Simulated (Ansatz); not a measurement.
Consider the cleavage of the Al–Si bond: `C[SiH](N)[AlH2]` + `SBS` → `[AlH2][S]BS` + `C[SiH2]N`.

Gas-phase electronic energies from Ansatz, PBE0-D4/def2-TZVP geometries. CBS: MP2 limit from def2 TZ/QZ plus the TZ coupled-cluster correction, frozen cores. DFT in def2-TZVPP. B3LYP here is the variant with VWN-RPA as its local correlation; programs differ in this. One conformer a species, not always the lowest.

`C[SiH](N)[AlH2]`:

Z-matrix (Å, degrees):
```
C
Si 1 1.886
H 1 1.093 2 111.7
H 1 1.094 2 110.6 3 120.2
H 1 1.094 2 110.6 3 -120.5
N 2 1.731 1 115.2 3 -62.9
Al 2 2.463 1 112.6 3 59.8
H 2 1.496 1 105.7 3 -179.8
H 6 1.008 2 121.1 1 -63.2
H 6 1.006 2 120.2 1 83.6
H 7 1.596 2 120.4 1 -106.1
H 7 1.593 2 122.3 1 73.5
```

`SBS`:

Z-matrix (Å, degrees):
```
B
S 1 1.787
S 1 1.783 2 122.5
H 1 1.190 2 121.4 3 -180.0
H 2 1.342 1 97.3 3 180.0
H 3 1.346 1 98.9 2 0.0
```

`[AlH2][S]BS`:

Z-matrix (Å, degrees):
```
Al
S 1 2.190
H 1 1.583 2 121.7
H 1 1.577 2 115.3 3 -180.0
B 2 1.809 1 108.6 3 -0.0
S 5 1.780 2 131.5 1 -0.2
H 5 1.193 2 114.9 1 179.8
H 6 1.347 5 99.9 2 0.0
```

`C[SiH2]N`:

Z-matrix (Å, degrees):
```
C
Si 1 1.871
H 1 1.093 2 111.2
H 1 1.094 2 110.5 3 119.8
H 1 1.093 2 111.2 3 -120.4
N 2 1.720 1 116.4 3 60.2
H 2 1.489 1 108.4 3 -179.4
H 2 1.489 1 108.4 3 -60.3
H 6 1.007 2 120.7 1 73.7
H 6 1.007 2 120.7 1 -73.5
```

| level | ΔE (kJ/mol) |
| --- | --- |
| r2SCAN-D4 | -116.0 |
| PBE | -102.4 |
| B3LYP | -112.1 |
| MP2/def2-TZVPP | -126.7 |

(1) What does CCSD(T)/CBS give? (Best estimate.)

Largest T1 diagnostic among the species: 0.014.

## Answers

(1) Computed: -118.6 kJ/mol. The listed levels differ from it by 2.6, 16.2, 6.5, -8.1 kJ/mol.

From PBE to PBE0 (25 % exact exchange), in def2-TZVPP and without D4, ΔE moves by −4.8 kJ/mol.
